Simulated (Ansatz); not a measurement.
Ansatz (a quantum-chemistry and plane-wave program) input (SVWN5/def2-TZVP):

Ansatz 0.2 input:
```yaml
crystal:
  periodic: [false, false, false]
  atoms:
    - {symbol: Ca, position_ang: [-0.00000000, -0.00000000, -1.07099997]}
    - {symbol: Cl, position_ang: [0.00000000, 0.00000000, 1.25999996]}
basis:
  gaussian:
    orbitals: def2-TZVP
hamiltonian:
  xc: {name: SVWN5}
total_charge: 1
relax: {f_tol: 0.003, max_steps: 100}
```

Output:

```
Functional definition: SVWN5
integrals: 0.02 GiB planned
623 factors; their error is unknown
mean field: 0.14 GiB planned
mean field evaluation 1: about -30857.1416 eV, gradient 6.1e1 eV
mean field evaluation 2: about -30607.1553 eV, gradient 2.3e2 eV
mean field evaluation 4: about -30865.7186 eV, gradient 1.7e1 eV
mean field evaluation 8: about -30866.5281 eV, gradient 7.8e-2 eV
mean field evaluation 16: about -30866.4880 eV, gradient 1.1e-5 eV
mean field -30866.48803004 eV, -1134.3225130470 hartree, gradient 1.1e-5 eV, S^2 0.000000; 0 other end points of the search recorded, 0 dependent functions left out
the calculation of the forces begins
reference -30866.48807005 eV, -1134.3225145174 hartree; 18, 18 occupied and 55, 55 virtual orbitals, 623 factors
relax step   1: F+E_penalty+E_count = -30866.48803004 eV  Δ(F+E_penalty+E_count) = +0.000e0 eV  max|allowed force component| = 6.119e-1 eV/Å  Δτ_max = 0.0000 Å  (27 SCF iters, accepted)
these checks for a lower state are left out or cut short: starts, cluster_reference, orbital_swaps, neighbouring_geometries, increment
integrals: 0.02 GiB planned
623 factors; their error is unknown
mean field: 0.14 GiB planned
mean field -30866.50177220 eV, -1134.3230180621 hartree, gradient 6.4e-5 eV, S^2 0.000000; 0 other end points of the search recorded, 0 dependent functions left out
the calculation of the forces begins
reference -30866.50181174 eV, -1134.3230195152 hartree; 18, 18 occupied and 55, 55 virtual orbitals, 623 factors
relax step   2: F+E_penalty+E_count = -30866.50177220 eV  Δ(F+E_penalty+E_count) = -1.374e-2 eV  max|allowed force component| = 1.008e-1 eV/Å  Δτ_max = 0.0257 Å  (26 SCF iters, accepted)
these checks for a lower state are left out or cut short: starts, cluster_reference, orbital_swaps, neighbouring_geometries, increment
integrals: 0.02 GiB planned
623 factors; their error is unknown
mean field: 0.14 GiB planned
mean field -30866.50210621 eV, -1134.3230303365 hartree, gradient 5.9e-5 eV, S^2 0.000000; 0 other end points of the search recorded, 0 dependent functions left out
the calculation of the forces begins
reference -30866.50214582 eV, -1134.3230317921 hartree; 18, 18 occupied and 55, 55 virtual orbitals, 623 factors
relax step   3: F+E_penalty+E_count = -30866.50210621 eV  Δ(F+E_penalty+E_count) = -3.340e-4 eV  max|allowed force component| = 4.178e-4 eV/Å  Δτ_max = 0.0033 Å  (27 SCF iters, accepted)
integrals: 0.02 GiB planned
623 factors; their error is unknown
mean field: 0.14 GiB planned
mean field evaluation 32: about -30857.1859 eV, gradient 6.1e1 eV
mean field -30866.50210621 eV, -1134.3230303365 hartree, gradient 5.9e-5 eV, S^2 0.000000; 1 other end points of the search recorded, 0 dependent functions left out
the calculation of the forces begins
reference -30866.50214582 eV, -1134.3230317921 hartree; 18, 18 occupied and 55, 55 virtual orbitals, 623 factors
Total energy: -30866.50214582 eV, -1134.3230317921 hartree
Atom 0 at     0.000000     0.000000    -1.048674 Å, force    -0.000000     0.000000     0.000418 eV/Å
Atom 1 at    -0.000000    -0.000000     1.237674 Å, force    -0.000000    -0.000000    -0.000418 eV/Å
Dipole moment:    -0.000000     0.000000    -1.993439 e Å
```
